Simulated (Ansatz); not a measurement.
CH$_{6}$OSiSn, SMILES `[SnH3][SiH]1CO1`, relaxed with RKS PBE0-D4/def2-TZVP in Ansatz from a PBE-D4/def2-SVP geometry. The force threshold is 0.005 eV/Å; the program also tests the step.

The species carries charge 0 and has multiplicity 1. Sn: def2 effective core potential.

Start:

```xyz
10

Sn    0.429    1.860    0.265
Si   -0.830   -0.352   -0.082
C     0.067   -1.971   -0.088
O    -0.175   -1.312   -1.364
H     0.264    2.864   -1.131
H    -0.171    2.721    1.639
H     2.101    1.507    0.506
H    -2.331   -0.357    0.000
H    -0.488   -2.921    0.053
H     1.135   -2.038    0.203
```

```json
{"step": "1", "energy (eV)": "-16884.8257", "largest force (eV/Å)": "1.248", "largest move (Å)": "0.000"}
{"step": "2", "energy (eV)": "-16884.8730", "largest force (eV/Å)": "0.949", "largest move (Å)": "0.054"}
{"step": "3", "energy (eV)": "-16884.8947", "largest force (eV/Å)": "0.314", "largest move (Å)": "0.027"}
{"step": "4", "energy (eV)": "-16884.8952", "largest force (eV/Å)": "0.327", "largest move (Å)": "0.016"}
{"step": "5", "energy (eV)": "-16884.8956", "largest force (eV/Å)": "0.107", "largest move (Å)": "0.039"}
{"step": "6", "energy (eV)": "-16884.8990", "largest force (eV/Å)": "0.038", "largest move (Å)": "0.049"}
{"step": "7", "energy (eV)": "-16884.8995", "largest force (eV/Å)": "0.015", "largest move (Å)": "0.025"}
{"step": "8", "energy (eV)": "-16884.8997", "largest force (eV/Å)": "0.010", "largest move (Å)": "0.020"}
{"step": "9", "energy (eV)": "-16884.8999", "largest force (eV/Å)": "0.020", "largest move (Å)": "0.039"}
{"step": "10", "energy (eV)": "-16884.9000", "largest force (eV/Å)": "0.029", "largest move (Å)": "0.027"}
{"step": "11", "energy (eV)": "-16884.9001", "largest force (eV/Å)": "0.032", "largest move (Å)": "0.019"}
{"step": "12", "energy (eV)": "-16884.9001", "largest force (eV/Å)": "0.024", "largest move (Å)": "0.006"}
{"step": "13", "energy (eV)": "-16884.9002", "largest force (eV/Å)": "0.004", "largest move (Å)": "0.007"}
{"step": "14", "energy (eV)": "-16884.9002", "largest force (eV/Å)": "0.003", "largest move (Å)": "0.007"}
{"step": "15", "energy (eV)": "-16884.9002", "largest force (eV/Å)": "0.003", "largest move (Å)": "0.005"}
```

End:

```xyz
10

Sn    0.434    1.848    0.241
Si   -0.791   -0.354   -0.170
C     0.044   -1.958   -0.014
O    -0.126   -1.357   -1.335
H     0.146    2.951   -1.028
H    -0.100    2.556    1.700
H     2.107    1.542    0.350
H    -2.276   -0.315   -0.152
H    -0.524   -2.877    0.114
H     1.085   -2.037    0.294
```

Hardware: 4 threads of a server CPU on a shared host. Wall time 35 s, peak host memory 0.52 GiB.
